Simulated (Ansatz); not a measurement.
Cartesian coordinates in Å:
```
C -0.966 0.528 1.197
N -1.039 0.235 -0.215
B -0.022 -0.151 -1.076
C 1.481 -0.287 -0.615
Br 1.681 -2.156 -0.052
H -1.297 1.549 1.412
H -1.588 -0.162 1.775
H 0.058 0.420 1.549
H -1.975 0.270 -0.586
H -0.321 -0.401 -2.209
H 1.789 0.311 0.241
H 2.200 -0.155 -1.420
```

Total charge 0; spin multiplicity 1.

**Question.** List the B3LYP/def2-TZVPP orbital energies in eV (Ansatz 0.2.0). (An estimate is asked.)

**Answer.** Computed: Occupied: -13138.84, -1700.47, -1532.20, -1532.10, -1532.10, -389.86, -277.76, -277.57, -236.25, -183.26, -177.19, -176.88, -176.88, -71.46, -71.37, -71.37, -71.12, -71.12, -24.70, -21.73, -18.81, -17.98, -14.64, -13.28, -12.29, -12.18, -11.25, -10.61, -10.22, -9.12, -7.84, -7.51, -7.22. Lowest empty: -0.81, 0.54, 0.86, 1.40, 1.79, 2.49, 2.75, 2.91.

B3LYP here is the variant with VWN-RPA as its local correlation; programs differ in this.
